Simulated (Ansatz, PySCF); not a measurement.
Energy difference 3 R1 → 4 P1, each structure at its B3LYP-D3(BJ)/def2-TZVP stationary point, reached from a drawn start (curvature not checked).
P1: C3H6 (SMILES C1CC1), charge 0, multiplicity 1.
R1: C4H8 (SMILES C1CCC1), charge 0, multiplicity 1.

P less R. No zero-point or thermal terms.

Run with Ansatz (Gaussian basis) for Hartree–Fock, density functionals and correlated methods; PySCF for the D3/D4 terms. All values are computed, each at the level named.

One of these levels gives 101.9 kJ/mol for the reaction energy. Name it.
(A) BLYP/def2-TZVPP
(B) B3LYP/def2-TZVPP
(C) revPBE-D3(BJ)/def2-TZVPP

A, BLYP/def2-TZVPP. The others give 136.4 (revPBE-D3(BJ)/def2-TZVPP), 113.5 (B3LYP/def2-TZVPP)

Ansatz is a program for electronic structure.
